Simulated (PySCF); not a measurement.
A calculated (BP86, PySCF 2.14, cc-pVDZ-DK, scalar relativity by spin-free X2C-1e) atom or ion has these occupied shells.

| shell | electrons | orbital energy (eV) | rms radius, mean of both spins (bohr) |
| --- | --- | --- | --- |
| 1s | 2 | -1261.0 | 0.151 |
| 2s | 2 | -80.021 | 0.761 |
| 2p | 6 | -46.823 | 0.781 |
| 3s | 2 | -4.843 | 3.42 |

(1) Name the element and its charge.

Results:

(1) Mg (magnesium, neutral), in [Ne] 3s2, closed-shell 1S.
